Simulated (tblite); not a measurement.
Input of a run (GFN2-xTB geometry optimisation, gas phase (tblite 0.8.0)), started from a force field or distance geometry:
```
{"job": {"kind": "relax", "xc": "GFN2-xTB", "basis": "xTB"}, "charge": 0, "multiplicity": 1}
C      3.494900    -1.475800    -1.469400
C      2.467700    -0.831000    -1.380300
C      1.246100    -0.052700    -1.261000
P      0.348900    -0.524100     0.278300
C      1.424400     0.250600     1.581900
C      1.079000     0.156600     2.861400
C     -1.024500     0.720200     0.220200
C     -2.024400     0.573100    -0.897100
C     -3.190300    -0.360100    -0.664800
O     -1.879800     1.143900    -1.974700
H      4.379800    -2.044600    -1.553400
H      1.458700     1.019200    -1.266600
H      0.591900    -0.255500    -2.118000
H      2.348900     0.767100     1.302000
H      1.710800     0.606000     3.633300
H      0.189900    -0.363400     3.210000
H     -1.575300     0.694100     1.174300
H     -0.605100     1.721600     0.148700
H     -2.835500    -1.376100    -0.524100
H     -3.861200    -0.327300    -1.522900
H     -3.753700    -0.025000     0.221600
```

Output (eV, eV/Å):
```
step      E/eV     max force
  0    -794.30600    1.813
  1    -794.29663    4.683
  2    -794.39716    1.284
  3    -794.40416    1.626
  4    -794.42698    0.301
  5    -794.43510    0.269
  6    -794.44579    0.472
  7    -794.45448    0.353
  8    -794.46074    0.195
  9    -794.46642    0.184
 10    -794.47253    0.328
 11    -794.47870    0.343
 12    -794.48410    0.157
 13    -794.48840    0.145
 14    -794.49224    0.237
 15    -794.49588    0.222
 16    -794.49866    0.135
 17    -794.50088    0.122
 18    -794.50286    0.174
 19    -794.50459    0.172
 20    -794.50585    0.095
 21    -794.50666    0.077
 22    -794.50724    0.081
 23    -794.50773    0.075
 24    -794.50820    0.048
 25    -794.50868    0.071
 26    -794.50922    0.088
 27    -794.50981    0.081
 28    -794.51041    0.064
 29    -794.51102    0.069
 30    -794.51164    0.102
 31    -794.51219    0.085
 32    -794.51268    0.059
 33    -794.51316    0.056
 34    -794.51374    0.103
 35    -794.51446    0.128
 36    -794.51529    0.106
 37    -794.51618    0.064
 38    -794.51707    0.072
 39    -794.51787    0.098
 40    -794.51848    0.080
 41    -794.51895    0.045
 42    -794.51939    0.055
 43    -794.51992    0.088
 44    -794.52058    0.100
 45    -794.52125    0.069
 46    -794.52179    0.043
 47    -794.52218    0.042
 48    -794.52250    0.057
 49    -794.52286    0.055
 50    -794.52325    0.050
 51    -794.52362    0.045
 52    -794.52390    0.036
 53    -794.52408    0.034
 54    -794.52423    0.030
 55    -794.52439    0.031
 56    -794.52453    0.027
 57    -794.52464    0.025
 58    -794.52474    0.024
 59    -794.52487    0.040
 60    -794.52506    0.067
 61    -794.52532    0.075
 62    -794.52560    0.056
 63    -794.52577    0.027
 64    -794.52588    0.023
 65    -794.52600    0.030
 66    -794.52611    0.032
 67    -794.52619    0.020
 68    -794.52625    0.016
 69    -794.52631    0.017
 70    -794.52637    0.025
 71    -794.52643    0.027
 72    -794.52650    0.021
 73    -794.52655    0.015
 74    -794.52659    0.014
 75    -794.52663    0.016
 76    -794.52668    0.024
 77    -794.52673    0.025
 78    -794.52677    0.017
 79    -794.52681    0.013
 80    -794.52683    0.012
 81    -794.52686    0.015
 82    -794.52688    0.015
 83    -794.52690    0.008
```

Problem. Summarise the run.

Solution. The energy falls by 0.221 eV over 83 L-BFGS steps, the largest force on an atom goes from 1.81 to 0.008 eV/Å, and the atoms move by 0.191 Å rms after alignment. Among the bonds, P4–C5 and P4–C7 change most and about equally (-0.033 to +0.033 Å). Bonds longer at the end by more than 0.005 Å: 2 of 20; shorter: 13. Among the angles that change most is P4–C7–C8, from 116.7° to 107.8°. Among the dihedrals that turn most is O10–C8–C9–H19, from 114° to 130°. The energy rose by more than 1e-5 eV at step 1.

Problem. What are the final bond lengths?

Solution. C1≡C2 1.197 Å, C2–C3 1.442 Å, C3–P4 1.869 Å, P4–C5 1.826 Å, C5=C6 1.324 Å, P4–C7 1.888 Å, C7–C8 1.500 Å, C8–C9 1.505 Å, C8=O10 1.207 Å, C1–H11 1.049 Å, C3–H12 1.096 Å, C3–H13 1.094 Å, C5–H14 1.084 Å, C6–H15 1.078 Å, C6–H16 1.079 Å, C7–H17 1.091 Å, C7–H18 1.093 Å, C9–H19 1.089 Å, C9–H20 1.087 Å, C9–H21 1.088 Å. Numbering counts from 1 in the input's order; the species is `C(P(C=C)CC(=O)C)C#C`.

Time: 1.1 s wall. Hardware: one thread of an Intel Xeon 6975P-C, on a shared host.

GFN2-xTB frequencies show an imaginary mode (43i cm⁻¹), so the point is no minimum at that level. 3 starts were optimised and ended at 0.00, 1.46 and 2.64 kcal/mol (GFN2-xTB); the lowest of these is shown.

The numbers are calculated, not measured.
